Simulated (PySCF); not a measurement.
Correlation energy of Mn (manganese, neutral)

[Ar] 3d6 4s1, high-spin 6D determinant (an excited configuration). All numbers are calculated (PySCF 2.14, the spin-free X2C one-electron Hamiltonian (Gaussian nucleus), in x2c-TZVPPall). Frozen: [Ne]; 15 electrons correlated.

```csv
level,correlation energy (mhartree)
CCSD,-485.36
(T),-14.26
CCSD(T),-499.62
```

Diagnostics: T1 = 0.019, D1 = 0.0617, largest double amplitude 0.043.

Q: Is a single reference adequate?

A: Yes: T1 lies below 0.03 and no double amplitude reaches 0.07.

This basis was not built for core-valence correlation, so the inner-shell part is incomplete.
